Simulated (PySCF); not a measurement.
# Bonding in `COC(=O)/P=P\CCP`

Compound: C4H9O2P3.
SMILES with atom numbers: `[CH3:1][O:2][C:3](=[O:4])/[P:5]=[P:6]\[CH2:7][CH2:8][PH2:9]` (hydrogens: H10, H11, H12 on C1; H13, H14 on C7; H15, H16 on C8; H17, H18 on P9)

Cartesian coordinates in Å at the GFN2-xTB level; atoms count from 1:
```
atom  x, y, z in Å
C1     2.7011    0.8621    0.5765
O2     2.2279   -0.4409    0.2396
C3     1.4694   -0.5795   -0.8438
O4     1.1142    0.2963   -1.5840
P5     1.1000   -2.3800   -1.0560
P6    -0.6836   -2.6157   -0.1090
C7    -1.2167   -0.9204    0.5165
C8    -1.9593   -0.1574   -0.5743
P9    -2.5345    1.5275   -0.0308
H10    3.7903    0.8407    0.5667
H11    2.3295    1.5877   -0.1487
H12    2.3430    1.1059    1.5768
H13   -1.8844   -1.0928    1.3656
H14   -0.3636   -0.3439    0.8813
H15   -1.3201   -0.0039   -1.4493
H16   -2.8377   -0.7202   -0.9050
H17   -2.9836    1.1194    1.2276
H18   -1.3008    1.9216    0.4893
```

Bond orders from the PBE0/pcSseg-1 density (PySCF). The structure is a single GFN2-xTB conformer in the gas phase; no vibrational or solvent corrections.

**Question.** Where do the orders between heavy atoms depart from those drawn in the SMILES?

**Answer.** The largest departure is 0.170, at P5–P6 (drawn double, 1.830). Drawn single, order below 0.88: C1–O2 (0.843) and C3–P5 (0.844).

**Question.** Give the Mayer order of every bond, beside its length.

**Answer.** 
```
  bond  drawn as  length (Å)  Mayer order
 C1–O2    single       1.427        0.843
 O2–C3    single       1.330        1.084
 C3–O4    double       1.200        1.871
 C3–P5    single       1.850        0.844
 P5–P6    double       2.033        1.830
 P6–C7    single       1.884        0.935
 C7–C8    single       1.524        0.999
 C8–P9    single       1.862        0.982
C1–H10    single       1.089        0.970
C1–H11    single       1.091        0.952
C1–H12    single       1.090        0.967
C7–H13    single       1.094        0.940
C7–H14    single       1.092        0.920
C8–H15    single       1.094        0.923
C8–H16    single       1.094        0.938
P9–H17    single       1.397        0.946
P9–H18    single       1.396        0.947
```

Bonds between the same two heavy elements. C–O: lowest C1–O2 (0.843, 1.427 Å), highest C3–O4 (1.871, 1.200 Å). C–P: lowest C3–P5 (0.844, 1.850 Å), highest C8–P9 (0.982, 1.862 Å); in 2 of the 3 pairs the longer bond (by over 0.003 Å) has the higher order (by 0.02 or more).

**Question.** Sum the orders of all bonds at each heavy atom with more than one neighbour and set the sums beside the valence in the SMILES.

**Answer.** C1 3.732 (drawn 4), O2 1.927 (drawn 2), C3 3.799 (drawn 4), P5 2.674 (drawn 3), P6 2.765 (drawn 3), C7 3.794 (drawn 4), C8 3.842 (drawn 4), P9 2.875 (drawn 3). Orders between atoms that aren't bonded are not in these sums.

Mayer orders depend on the basis set.
